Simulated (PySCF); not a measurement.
SnI, SMILES [Sn][I] (connectivity only; charge and spin as stated), neutral, multiplicity 2. Coordinates come from a PBE0-D3(BJ)/def2-TZVP optimisation. The spin state was assumed, not searched. The def2 effective core potentials stand for the cores of I, Sn; spin–orbit coupling is left out.

All values below come from PBE0-D3(BJ)/def2-TZVP run with PySCF.

Harmonic wavenumbers (cm⁻¹): 196. Rotational constants (GHz): 1.117 (linear); symmetry number 1.

Problem. Work out the zero-point energy and the ideal-gas rigid-rotor harmonic-oscillator thermochemistry at 298.15 K and 1 atm.

Solution. ZPE = ½ Σ hcν = ½ × 196 cm⁻¹ = 0.28 kcal/mol. H − E(el) = 2.71 kcal/mol. Entropy in cal/(mol K): translation 42.40, rotation 19.12, vibration 2.17, spin 1.38, total 65.07. G − E(el) = -16.69 kcal/mol. Cp = 8.80 cal/(mol K).
